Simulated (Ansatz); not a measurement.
A run for Ansatz (a quantum-chemistry and plane-wave program): R-HF/def2-TZVPP on H2SeTe (SMILES [SeH][TeH]), atoms moved off the minimum. Elements past Kr take the def2 small-core potentials; no spin–orbit coupling.

Ansatz 0.2 input:
```yaml
crystal:
  periodic: [false, false, false]
  atoms:
    - {symbol: Te, position_ang: [-0.71692991, -0.70636425, 0.50269568]}
    - {symbol: H, position_ang: [-0.88799412, -1.64572804, -0.73621179]}
    - {symbol: Se, position_ang: [1.05168680, 0.85405359, -0.70042681]}
    - {symbol: H, position_ang: [2.24715198, 0.26642740, -0.47649877]}
basis:
  gaussian:
    orbitals: def2-TZVPP
hamiltonian:
  xc: {name: HF}
scf: {lower_state_search: off}
output: {forces: true}
```

It printed:

```
WARN ansatz: RAYON_NUM_THREADS=1 ignored (pool sized by the plan → 1); use --threads N
Functional definition: HF
these checks for a lower state are left out or cut short: stability, starts, cluster_reference, orbital_swaps, neighbouring_geometries, increment
integrals: 0.05 GiB planned
1112 factors; their error is unknown
mean field: 0.32 GiB planned
mean field evaluation 1: about -72596.9304 eV, gradient 1.2e1 eV
mean field evaluation 2: about -72597.4915 eV, gradient 4.5e0 eV
mean field evaluation 4: about -72597.5662 eV, gradient 4.1e-1 eV
mean field evaluation 8: about -72600.2374 eV, gradient 3.1e0 eV
mean field evaluation 16: about -72600.2448 eV, gradient 9.7e-7 eV
mean field -72600.24483499 eV, -2668.0097874725 hartree, gradient 9.7e-7 eV, S^2 0.000000; 0 other end points of the search recorded, 0 dependent functions left out
the calculation of the forces begins
reference -72600.24483499 eV, -2668.0097874725 hartree; 30, 30 occupied and 96, 96 virtual orbitals, 1112 factors
Total energy: -72600.24483499 eV, -2668.0097874725 hartree
Atom 0 at    -0.716930    -0.706364     0.502696 Å, force     1.311835     1.716283     0.867691 eV/Å
Atom 1 at    -0.887994    -1.645728    -0.736212 Å, force    -0.228968    -1.099879    -1.414656 eV/Å
Atom 2 at     1.051687     0.854054    -0.700427 Å, force    -3.735974     1.166704    -0.265460 eV/Å
Atom 3 at     2.247152     0.266427    -0.476499 Å, force     2.653107    -1.783108     0.812426 eV/Å
Dipole moment:    -0.006520    -0.228740     0.051548 e Å
Checks for a lower state left out: stability, starts, cluster_reference, orbital_swaps, neighbouring_geometries, increment
```

Self-consistency was reached.

Cost: roughly 4 core-seconds.
